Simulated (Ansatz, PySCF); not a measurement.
Noncovalent pair: NH3 (SMILES N) (first 4 atoms) with C3H6 (SMILES C=CC); geometry from B3LYP-D3(BJ)/def2-TZVP, rigid monomers moved along the line of their centres of mass till H4···C6 is 4.70 Å.
(charge 0, multiplicity 1):
```xyz
13

N     -0.2111    -0.2086     0.5372
H     -0.7118    -0.8550    -0.0620
H      0.7385    -0.1483     0.1871
H     -0.1655    -0.6235     1.4625
C      0.1886    -0.7190     6.3188
C     -0.4563     0.4083     6.0408
C      0.1886     1.7230     5.7414
H      1.2718    -0.7561     6.3607
H     -0.3403    -1.6415     6.5220
H     -1.5428     0.3947     6.0108
H     -0.1600     2.4951     6.4329
H      1.2754     1.6607     5.8158
H     -0.0719     2.0521     4.7320
```

Interaction energies are E(AB) − E(A) − E(B) at the monomers' geometry in the complex; basis-set methods are counterpoise corrected.

Correlated levels freeze the cores.

Programs: Ansatz (Gaussian orbitals); PySCF for the dispersion terms. Values without a source in brackets are computed.

PBE/def2-TZVPPD gives -1.1 kJ/mol for the interaction energy.

Question: Where do these levels fall relative to PBE: PBE-D3(BJ)/def2-TZVPPD, r2SCAN/def2-TZVPPD, PBE0/def2-TZVPPD, wB97M-V/def2-TZVPPD, MP2/aug-cc-pVDZ, CCSD(T)/aug-cc-pVDZ.

Answer: PBE-D3(BJ)/def2-TZVPPD -0.5; r2SCAN/def2-TZVPPD 0.0; PBE0/def2-TZVPPD 0.0; wB97M-V/def2-TZVPPD -0.4; MP2/aug-cc-pVDZ -0.3; CCSD(T)/aug-cc-pVDZ -0.3 kJ/mol. 2 of 6 lie above PBE; the widest gap is to PBE-D3(BJ)/def2-TZVPPD.

Ansatz is a first-principles code.
